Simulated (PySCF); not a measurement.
How methods differ on the excitation energy of V+

V+ [Ar] 3d4 (5D) → V+ [Ar] 3d3 4s1 (5F), as a difference of total energies. Calculation: PySCF 2.14, in def2-QZVPPD (11s6p5d3f2g, 93 functions); the non-relativistic Hamiltonian (point nucleus). Correlated levels: valence: [Ar] frozen; valence and next inner shell: [Ne] frozen. The calculations carry no spin-orbit coupling.

```tsv
method	excitation energy (eV)	difference from reference (eV)
UHF	-0.236	-0.573
LDA	0.926	+0.589
PBE	0.732	+0.395
PBE0	0.644	+0.307
TPSSh	0.617	+0.280
revPBE	0.739	+0.402
HSE06	0.593	+0.256
MP2 (valence)	0.267	-0.070
SCS-MP2 (valence)	-0.068	-0.405
MP2 (valence and next inner shell)	0.659	+0.322
SCS-MP2 (valence and next inner shell)	0.303	-0.034
```

Reference: 0.337 eV (measured; NIST levels, between the centres of gravity of the two terms).

These non-relativistic numbers lack the scalar-relativistic shift.

Errors of the correlated levels include the incompleteness of this basis and the frozen core.
